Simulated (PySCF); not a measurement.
How methods differ on the excitation energy of Hg²⁺

Hg²⁺ [Xe] 4f14 5d10 (1S) → Hg²⁺ [Xe] 4f14 5d9 6p1 (high-spin determinant), as a difference of total energies. Calculation: PySCF 2.14, in ANO-RCC-VTZP (8s7p5d3f1g, 84 functions); the spin-free X2C one-electron Hamiltonian (Gaussian nucleus). Correlated levels: valence: [Xe] 4f14 frozen; valence and next inner shell: [Kr] 4d10 4f14 frozen. The calculations carry no spin-orbit coupling.

```
                                method  excitation energy (eV)
                                   UHF                  14.042
                                   LDA                  14.390
                                   PBE                  14.164
                                  PBE0                  14.351
                                r2SCAN                  14.226
                         MP2 (valence)                  14.907
                     SCS-MP2 (valence)                  14.929
    MP2 (valence and next inner shell)                  14.753
SCS-MP2 (valence and next inner shell)                  14.736
```

**Question.** How much does correlation contribute at MP2 (valence and next inner shell)?

**Answer.** 14.753 − (14.042) = 0.711 eV, measured against UHF.

A first-order spin-orbit estimate (lowest level to lowest level, LS coupling) adds -0.346 eV.

The basis was made for the ground configuration and has no added diffuse functions, so the excitation energy can come out too high.

The determinant of the upper state mixes LS terms, which raises its energy above the lowest term, most at the Hartree-Fock and MP2 levels.
